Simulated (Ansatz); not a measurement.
Coupled-cluster diagnostics for BiH2(OMe) (CH₅BiO), Ansatz.

Geometry of the singlet (r2SCAN-D4/def2-TZVP):

Cartesian coordinates in Å:
```
Bi 0.0571 0.4862 -1.6529
H 0.8442 2.1007 -1.6166
H 1.6127 -0.2296 -2.2036
O 0.4822 0.1362 0.3651
C -0.5444 -0.4919 1.1052
H -1.4727 0.0985 1.1416
H -0.1833 -0.6048 2.1325
H -0.7958 -1.4953 0.7288
```

In the def2 sets Bi takes a core potential; there is no spin–orbit coupling. Correlated methods freeze 6 core orbitals; core or outer-core shells of Bi are correlated, in sets that lack core-valence functions.

Question: Estimate the CCSD(T) correlation energy, the shares of MP2 and (T), T1 and the reference's ⟨S²⟩ for: charge 0, singlet, own geometry in def2-TZVPP; and the rough time on 4 threads of Arm Neoverse V1 on a shared host.

Answer: 
```json
{"state": "charge 0, singlet, own geometry", "basis": "def2-TZVPP", "correlation (eV)": "-24.221", "MP2 share (%)": "97.4", "(T) share (%)": "3.1", "T1": "0.015", "⟨S²⟩ (pure)": "0.00 (0.00)", "wall time": "54 s"}
```
Customary marks for T1 are 0.02 (closed shells), 0.045 (open shells) and about 0.05 (3d metals). T1 stays under 0.02 throughout.
